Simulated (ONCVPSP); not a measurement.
## Reading a pseudo-wave (Zn)

Columns: radius, all-electron u(r) and pseudo u(r) of the 3s shell (level -129.23 eV) of zinc in the configuration [Ne] 3s2 3p6 3d10 4s1.75 4p0.25; LDA (Perdew-Wang 92), scalar-relativistic, ONCV scheme, ONCVPSP 4.0.1.

```csv
r (bohr),all-electron,pseudo
0.072,-0.0961,0.2435
0.145,-0.7169,0.4802
0.217,-0.4817,0.6938
0.290,0.1097,0.8810
0.362,0.6695,1.0290
0.435,1.0680,1.1359
0.507,1.2814,1.1961
0.580,1.3510,1.2117
0.652,1.3204,1.1856
0.725,1.2291,1.1243
0.798,1.1068,1.0366
0.870,0.9751,0.9335
0.942,0.8447,0.8230
1.015,0.7208,0.7111
1.088,0.6088,0.6052
1.160,0.5114,0.5104
1.232,0.4269,0.4267
1.305,0.3536,0.3535
1.378,0.2916,0.2915
1.450,0.2403,0.2402
1.522,0.1974,0.1974
1.595,0.1613,0.1613
1.668,0.1316,0.1315
1.740,0.1074,0.1074
1.812,0.0875,0.0875
1.885,0.0710,0.0710
```

**Question.** How many radial nodes do the two functions have?

**Answer.** The all-electron 3s function has n − l − 1 = 2 (the table is too coarse to show those close to the nucleus); the pseudo-wave has 0, since the states of the same l below it are removed with the core.

**Question.** At about which radius was the pseudo-wave matched?

**Answer.** 1.35 bohr. The columns agree to 0.0005 from 1.23 bohr on; several derivatives are matched, so the curves merge somewhat inside the radius.

**Question.** Is the pseudo-wave norm-conserving?

**Answer.** Yes: the ONCV scheme keeps the norm inside the radius equal to the all-electron one, which fixes the energy derivative of the logarithmic derivative at the level.
